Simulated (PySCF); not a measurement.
**`C[SiH](C)[SiH2]O`, C2H10OSi2**

Geometry:
```
atom   x (Å)   y (Å)   z (Å)
  C1   1.429  -1.009  -0.928
 Si2   0.186   0.404  -0.616
  C3   0.975   1.594   0.650
 Si4  -1.880  -0.366   0.064
  O5  -1.551  -1.150   1.459
  H6   1.057  -1.699  -1.680
  H7   2.388  -0.633  -1.274
  H8   1.607  -1.579  -0.021
  H9   0.053   1.151  -1.887
 H10   1.136   1.098   1.603
 H11   0.335   2.453   0.832
 H12   1.936   1.968   0.307
 H13  -2.552  -1.308  -0.847
 H14  -2.894   0.664   0.342
 H15  -2.230  -1.578   1.974
```

Computed, not measured: GIAO wB97X-D/6-311G** magnetisability, rotational g tensor and spin-rotation constants, non-relativistic, gas phase in PySCF. Geometry: GFN2-xTB.

Q: What are the magnetisability and the molar susceptibility?

A: Isotropic -1193 × 10⁻³⁰ J/T², or -71.8 × 10⁻⁶ cm³/mol; principal values -1278, -1169, -1131 × 10⁻³⁰ J/T², anisotropy 132 × 10⁻³⁰ J/T² (root of half the summed squared differences of the principal values). The susceptibility is in cgs units.

Q: Split it along the inertial axes a, b, c into diamagnetic and paramagnetic parts about the centre of mass, with the quadrupole moment.

A: 
```csv
axis,χ (10⁻⁶ cm³/mol),diamagnetic (10⁻⁶ cm³/mol),paramagnetic (10⁻⁶ cm³/mol),summed x² of all electrons (Å²),quadrupole Θ (D Å)
a,-68.4,-439.9,371.5,144.5,+6.90
b,-70.4,-785.6,715.2,63.1,-2.79
c,-76.7,-880.8,804.1,40.6,-4.10
```
Anisotropies 2χaa − χbb − χcc = +10.2 and 2χbb − χaa − χcc = +4.3 × 10⁻⁶ cm³/mol. Θ is traceless in Buckingham's convention.

Q: And the rotational g tensor?

A: 
```tsv
axis	rotational constant (GHz)	g	nuclear part	electronic part
a	3.8988	-0.0341	0.6464	-0.6805
b	1.7989	-0.0092	0.5952	-0.6045
c	1.6078	-0.0029	0.6045	-0.6074
```
Asymmetric top; isotopes 12C, 1H, 16O, 28Si; no vibrational averaging.
